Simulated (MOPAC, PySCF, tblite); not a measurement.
Interaction energy of CH4O ··· C2H6O (SMILES CO and COC). Monomers: optimised at B3LYP-D3(BJ) (def2-TZVP), held rigid. Orientation: lowest of the rigid-body minima from ten starts at GFN2-xTB. Only R, the distance of the centres of mass, is varied, so the lowest point isn't the relaxed dimer. The table gives interaction energies.

```csv
R / Å,A,B,C
2.98,10.24,35.55,91.54
3.15,-18.99,0.44,46.60
3.39,-32.39,-17.81,7.37
3.58,-32.63,-20.28,-6.36
3.80,-28.77,-18.56,-9.97
4.02,-23.81,-15.64,-8.83
4.25,-19.00,-12.74,-6.83
4.57,-13.68,-9.55,-4.57
5.10,-7.86,-6.09,-2.70
5.79,-4.08,-3.57,-1.70
6.80,-2.05,-1.83,-0.95
8.12,-1.04,-0.90,-0.49
```

Energies in kJ/mol.

Q: Assign the columns to these levels of theory: AM1, restricted, heats of formation run with MOPAC 23.2.5; tblite with GFN2-xTB; PySCF 2.14.0 with restricted B3LYP/LANL2DZ, no counterpoise correction.

A: A is RKS-B3LYP/LANL2DZ; B is GFN2-xTB; C is AM1.
